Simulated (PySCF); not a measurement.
Computed Raman spectrum (relative Raman activity) of a molecule C5H5Cl. Geometry optimised at PBE0-D3(BJ)/def2-SVP. The values are those of a single conformer. These are PBE0-D3(BJ)/def2-SVP (PySCF 2.14.0) values and carry that method's errors. Frequencies are harmonic and unscaled.

Lines under 2 % of the strongest are left out, and lines within 2 cm⁻¹ are merged.

```
ν (cm⁻¹)  relative intensity
--------  ------------------
83                       2.5
272                      3.2
381                      4.1
485                      3.9
781                      5.9
907                      2.1
947                      2.5
1115                     8.4
1192                      34
1297                     4.1
1371                      12
1463                      14
1715                     100
2075                      62
3146                      41
3167                      33
3196                      23
3209                      72
3274                      37
```

Which structure fits?
A. C=C=C(Cl)C=C
B. ClC1=CCC=C1
C. C#C/C(C)=C/Cl
D. C=CC=C=CCl

D, C=CC=C=CCl
